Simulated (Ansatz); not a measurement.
Trimethyl borate (`COB(OC)OC`), one more setting.

```yaml
crystal:
  periodic: [false, false, false]
  atoms:
    - {symbol: C, position_ang: [1.410699, -1.915841, -0.348758]}
    - {symbol: O, position_ang: [0.647315, -1.089666, 0.504226]}
    - {symbol: B, position_ang: [-0.001625, -0.001624, 0.002746]}
    - {symbol: O, position_ang: [0.085179, 0.291381, -1.325068]}
    - {symbol: C, position_ang: [-0.585213, 1.418117, -1.848420]}
    - {symbol: O, position_ang: [-0.737339, 0.793591, 0.829165]}
    - {symbol: C, position_ang: [-0.829669, 0.493541, 2.205511]}
    - {symbol: H, position_ang: [0.789947, -2.357115, -1.133124]}
    - {symbol: H, position_ang: [2.219257, -1.354886, -0.825008]}
    - {symbol: H, position_ang: [1.838145, -2.712841, 0.260359]}
    - {symbol: H, position_ang: [-1.664839, 1.344903, -1.692938]}
    - {symbol: H, position_ang: [-0.379303, 1.456479, -2.918447]}
    - {symbol: H, position_ang: [-0.232483, 2.341619, -1.381631]}
    - {symbol: H, position_ang: [-1.459138, 1.254732, 2.667216]}
    - {symbol: H, position_ang: [0.154729, 0.504993, 2.680855]}
    - {symbol: H, position_ang: [-1.278361, -0.490080, 2.367715]}
basis:
  gaussian: {orbitals: def2-TZVPP}
total_charge: 1
magnetization: {spin_polarized: true, initial_magnetization: 1}
hamiltonian: {xc: {name: r2SCAN50}}
scf: {lower_state_search: full}
```

```sh
$ ansatz run in.yaml --threads 2 --pin off --events-out ev --progress --plain --max-ram 32768MiB --backend cuda --devices 0, --max-vram 18GiB
```

Output, abridged:

```
Functional definition: r2SCAN50
1934 factors; their error is unknown
mean field evaluation 1: about -10053.9514 eV, gradient 5.2e1 eV
mean field evaluation 2: about -10055.0709 eV, gradient 5.2e1 eV
mean field evaluation 4: about -10064.2209 eV, gradient 4.2e0 eV
mean field evaluation 8: about -10064.3765 eV, gradient 5.6e-1 eV
mean field evaluation 16: about -10064.4179 eV, gradient 2.7e-2 eV
mean field evaluation 32: about -10064.4181 eV, gradient 1.7e-3 eV
mean field evaluation 160: about -10064.4077 eV, gradient 2.4e-2 eV
mean field -10064.41811686 eV, -369.8605438868 hartree, gradient 5.0e-6 eV, S^2 0.770422; 8 other end points of the search recorded, 0 dependent functions left out
reference -10064.41812692 eV, -369.8605442567 hartree; 28, 27 occupied and 315, 316 virtual orbitals, 1934 factors
Total energy: -10064.41812692 eV, -369.8605442567 hartree
```

Run time 57 s (2 threads of an AMD EPYC 7R13 on a shared host and a share of an NVIDIA H100 80 GB); peak host memory 1.1 GiB.
